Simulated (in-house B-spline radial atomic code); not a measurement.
Tc⁺. Computed with a B-spline radial atomic code. Model: non-relativistic spherical atom: semilocal Troullier-Martins pseudo-atom, one channel per l, against all electrons, high spin, G0W0 and RPA with empty states to l = 8, local potential for every l without a channel, a model core (radius 0 = none) keeps its share of the functional.

Without relativity these are model numbers for so heavy an element.

What the tables leave out is listed at the end.

The pseudopotential gives back the lowest level of each angular momentum of its own functional in the configuration it was made in; a second state of the same l is only approximately right. Exact exchange, RPA and GW see the smooth pseudo-orbitals and miss the exchange with the core, for which the functional's share stands in. The column with an uncorrelated core keeps all orbitals and exact exchange, and so separates missing core correlation from pseudisation. Only the three outermost levels and the lowest empty one were computed. RPA here is direct RPA, with no exchange kernel, and its energies carry an (l + 1/2)⁻⁴ tail. A hybrid on a potential with a model core restores only its own semilocal share of the core's exchange.

Command:
```bash
python run_psgw.py task.json out
```
Settings (lengths in bohr, energies in hartree):
```
Z                      43
electrons              42
configuration          [Kr] 4d5 5s1
generated_in           [Kr] 4d5 5s2
functional             pbe,pbe
core_shells            6
radius_factor          1.3
core_correction        True
ion_configuration      [Kr] 4d5
```

Time taken, with all properties: 83 s on 1 thread of Arm Neoverse N1, with other jobs on the host.

Given: made with PBE; model core radius 0.713 bohr; local radius 1.329 bohr; mean-field start PBE.

Valence shells of the generating configuration: 4s, 4p, 4d, 5s.

Channel: s 1.277, p 1.34, d 1.623 (radii in bohr).

Computed: largest level miss in the spin-unpolarised generating configuration 0.144 eV; valence RPA correlation energy all-electron orbitals -0.77986 hartree; all-electron RPA polarisability, core included 28.242 bohr³; pseudo-atom RPA polarisability 26.996 bohr³; ionisation by mean-field all-electron 15.029 eV; ionisation by RPA all-electron 15.265 eV; ionisation by RPA pseudo minus all 0.275 eV.

```csv
level,occupied,mean-field all-electron (eV),mean-field pseudo minus all (eV),G0W0 all-electron (eV),G0W0 uncorrelated core minus all (eV),G0W0 pseudo minus all (eV),exchange self-energy all-electron (eV),exchange self-energy pseudo (eV)
5s up,1,-11.676,-0.25,-15.321,0.04,-0.289,-11.895,-11.315
4d down (empty),0,-11.884,-0.048,-7.8589,0.106,-0.043,-10.628,-7.6031
```

(1) What is the ionisation by mean-field pseudo minus all?

(2) What is the valence RPA correlation energy pseudo?

Given: mean-field start PBE0.

Computed: valence RPA correlation energy pseudo -0.75654 hartree; all-electron RPA polarisability, core included 24.718 bohr³; ionisation by mean-field all-electron 14.757 eV; ionisation by mean-field pseudo minus all 0.187 eV; ionisation by RPA all-electron 15.122 eV; ionisation by RPA pseudo minus all 0.156 eV.

```tsv
level	occupied	mean-field all-electron (eV)	mean-field pseudo minus all (eV)	G0W0 all-electron (eV)	G0W0 uncorrelated core minus all (eV)	G0W0 pseudo minus all (eV)	exchange self-energy all-electron (eV)	exchange self-energy pseudo (eV)
5s up	1	-12.323	-0.162	-15.227	0.04	-0.168	-11.742	-11.067
4d up	?	?	?	?	?	?	?	?
4p down	1	-51.962	0.162	-56.068	0.242	0.219	-36.939	-30.226
4d down (empty)	0	-9.9951	-0.15	-7.3069	0.105	-0.121	-10.018	-7.2851
```

(3) What belongs in the row 4d up?

(4) What is the pseudo-atom RPA polarisability?

(5) What is the valence RPA correlation energy all-electron orbitals?

Answers

(1) 0.306 eV.

(2) -0.80284 hartree.

(3) occupied: 1; mean-field all-electron (eV): -17.485; mean-field pseudo minus all (eV): -0.205; G0W0 all-electron (eV): -21.345; G0W0 uncorrelated core minus all (eV): 0.097; G0W0 pseudo minus all (eV): -0.273; exchange self-energy all-electron (eV): -29.916; exchange self-energy pseudo (eV): -27.059.

(4) 24.07 bohr³.

(5) -0.7353 hartree.

Among the listed levels the largest G0W0 shift of the pseudo-atom is -0.29 eV, for 5s up on the PBE start, while leaving the core uncorrelated moves that level by +0.04 eV. So pseudisation and the lost core exchange, not the missing core correlation, make the error. Not in the tables (levels of low weight, unsolved or above zero; the highest and the empty levels are kept at any weight): on PBE the G0W0 levels 4d up (pseudo minus all -0.30 eV, weights 0.72 and 0.41), 4p down (pseudo minus all +0.02 eV, weights 0.72 and 0.70); no Hartree-Fock pseudo-atom is run with a model core.
